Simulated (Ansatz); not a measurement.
Conformers of `FC(F)=CC(F)F`, each relaxed with PBE0-D4/def2-TZVP in Ansatz. CBS adds the triple-zeta coupled-cluster correction to the MP2 limit.

Not all of them had a frequency check.

Conformer A:

Z-matrix (Å, degrees):
```
C
C 1 1.480
F 1 1.360 2 110.1
F 1 1.360 2 110.1 3 -117.1
H 1 1.093 2 113.6 3 121.5
C 2 1.319 1 122.4 3 -121.4
H 2 1.081 1 118.7 3 58.6
F 6 1.307 2 124.5 1 -180.0
F 6 1.310 2 125.4 1 0.0
```

Conformer B:

Cartesian coordinates in Å:
```
F 0.314 -1.204 2.236
C -0.080 -0.364 1.309
F -0.874 0.529 1.827
C 0.296 -0.462 0.047
C -0.102 0.436 -1.068
F 1.008 1.023 -1.599
F -0.930 1.425 -0.667
H 0.963 -1.276 -0.202
H -0.595 -0.106 -1.883
```

Question: Which is lowest in electronic energy at CCSD(T)/CBS (frozen core, def2 sets), and by how much? (An estimate is asked.)

Answer: Computed: A; B lies 10.8 kJ/mol higher.

Question: Give the energies relative to A (kJ/mol) with r2SCAN-D4/def2-TZVPP, ωB97M-V/def2-TZVPP, PBE0/def2-TZVPP, B3LYP/def2-TZVPP, HF/def2-QZVPP, MP2/def2-QZVPP, MP2/CBS(def2). (Best estimate.)

Answer: The calculation gave: 
```json
{"level": "r2SCAN-D4/def2-TZVPP", "B": "9.4"}
{"level": "ωB97M-V/def2-TZVPP", "B": "9.9"}
{"level": "PBE0/def2-TZVPP", "B": "10.1"}
{"level": "B3LYP/def2-TZVPP", "B": "10.3"}
{"level": "HF/def2-QZVPP", "B": "10.5"}
{"level": "MP2/def2-QZVPP", "B": "11.0"}
{"level": "MP2/CBS(def2)", "B": "11.2"}
```

B3LYP here is the variant with VWN-RPA as its local correlation; programs differ in this.
